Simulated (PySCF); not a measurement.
**Electron correlation in Nb (niobium, neutral)**

Starting occupation: [Kr] 4d4 5s1, 4d5/2 with m_j = -1/2, +1/2, +3/2, +5/2, 5s1/2 with m_j = +1/2. Calculation: PySCF 2.14, in x2c-TZVPall-2c with one added diffuse shell each of s, p, d type (9s10p8d1f, 86 functions); X2C-1e with screened-nucleus spin-orbit coupling, Gaussian nucleus. Frozen: [Ar] 3d10; 13 electrons correlated; the 6 highest virtual spinors left out.

MP2 pair energies summed by pair of shells (mhartree):

| pair | energy | share (%) |
| --- | --- | --- |
| 4d-4p | -89.29 | 33.9 |
| 4p-4p | -82.30 | 31.3 |
| 4d-4d | -28.89 | 11.0 |
| 4p-4s | -23.73 | 9.0 |
| 4p-5s | -12.29 | 4.7 |
| 4d-5s | -12.11 | 4.6 |
| 4d-4s | -9.16 | 3.5 |
| 4s-4s | -4.79 | 1.8 |
| 4s-5s | -0.72 | 0.3 |

Total MP2 correlation energy: -263.29 mhartree.

The GHF reference relaxed away from the jj start to a determinant that is no pure jj level (⟨S²⟩ = 8.75, ⟨J²⟩ = 24.76); the energies belong to that determinant.

This basis was not built for core-valence correlation, so the inner-shell part is incomplete.
